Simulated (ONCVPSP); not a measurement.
# Which change was made? (Au, ONCV)

- Element: gold
- Generator: ONCVPSP 4.0.1
- Type: optimised norm-conserving Vanderbilt (ONCV)
- Functional: PBE
- Relativity: scalar-relativistic
- Frozen core: [Kr] 4d10 4f14
- Valence charge: 19
- Reference configuration: 5s2 5p6 5d10 6s0.5 6p0.5
- Partial waves: 5s+6s: rc 1.35 bohr, ncon 4, nbas 9, qcut 7.9 1/bohr, 2 projectors; 5p+6p: rc 1.95 bohr, ncon 5, nbas 9, qcut 7.7 1/bohr, 2 projectors; 5d: rc 1.60 bohr, ncon 4, nbas 8, qcut 5.1 1/bohr, 2 projectors, debl 2.7 Ha
- Local potential: polynomial inside 1.15 bohr (lpopt 4, dvloc0 0 Ha)
- Core correction: Teter function, fcfact 2.25, rcfact 1.4

Cutoffs, loose and tight: the cutoffs (Ha) at which the residual kinetic energy of the hardest occupied pseudo-wave falls to 1 and 0.1 mHa per electron. They do not see the model core or the augmentation charge, which bear on the density cutoff. Test errors are all-electron minus pseudo excitation energies from the reference, over the configurations 5s2 5p6 5d10 6s1 6p0; 5s2 5p6 5d10 6s0 6p0; 5s2 5p6 5d9 6s0 6p0; 5s2 5p6 5d9 6s2 6p0; variants that change the core or the reference have their own tests. The largest error is taken over the tests solved by every variant that gives reliable tests at all, those not shown here included: 5s2 5p6 5d10 6s0 6p0; 5s2 5p6 5d10 6s1 6p0; 5s2 5p6 5d9 6s2 6p0.

The base gives: outcome: generated; cutoff, loose: 73 Ha; cutoff, tight: 91 Ha; bound ghosts: d; GHOST(+) flags above zero: s, d; largest test error (meV): +11.

Task: After one change the result is: outcome: generated; cutoff, loose: 87 Ha; cutoff, tight: 133 Ha; bound ghosts: none; GHOST(+) flags above zero: s; largest test error (meV): -3.2. Which change was it?
A. local potential polynomial inside 1.25 bohr (lpopt 5, dvloc0 1 Ha)
B. d: rc 1.2
C. core [Kr] 4d10 4f14 5s2, valence charge 17; reference 5p6 5d10 6s1; waves now 6s: rc 2.15 bohr, ncon 4, nbas 8, qcut 3 1/bohr, 2 projectors, debl 3.2 Ha; 5p: rc 1.30 bohr, ncon 4, nbas 8, qcut 9.4 1/bohr, 2 projectors, debl 2.2 Ha; 5d: rc 1.50 bohr, ncon 4, nbas 8, qcut 6.2 1/bohr, 2 projectors, debl 3.7 Ha; local potential polynomial inside 1.15 bohr (lpopt 5, dvloc0 2 Ha)
D. s: qcut 5.8; p: qcut 5.7; d: qcut 3.8

Result: D. The others give: d: rc 1.2 → outcome: generated; cutoff, loose: 31 Ha; cutoff, tight: 82 Ha; bound ghosts: none; GHOST(+) flags above zero: s; largest test error (meV): -3.0 | local potential polynomial inside 1.25 bohr (lpopt 5, dvloc0 1 Ha) → outcome: generated; cutoff, loose: 73 Ha; cutoff, tight: 91 Ha; bound ghosts: none; GHOST(+) flags above zero: s, d; largest test error (meV): -2.8 | core [Kr] 4d10 4f14 5s2, valence charge 17; reference 5p6 5d10 6s1; waves now 6s: rc 2.15 bohr, ncon 4, nbas 8, qcut 3 1/bohr, 2 projectors, debl 3.2 Ha; 5p: rc 1.30 bohr, ncon 4, nbas 8, qcut 9.4 1/bohr, 2 projectors, debl 2.2 Ha; 5d: rc 1.50 bohr, ncon 4, nbas 8, qcut 6.2 1/bohr, 2 projectors, debl 3.7 Ha; local potential polynomial inside 1.15 bohr (lpopt 5, dvloc0 2 Ha) → outcome: generated; cutoff, loose: 36 Ha; cutoff, tight: 52 Ha; bound ghosts: s; GHOST(+) flags above zero: s; largest test error (meV): +16.
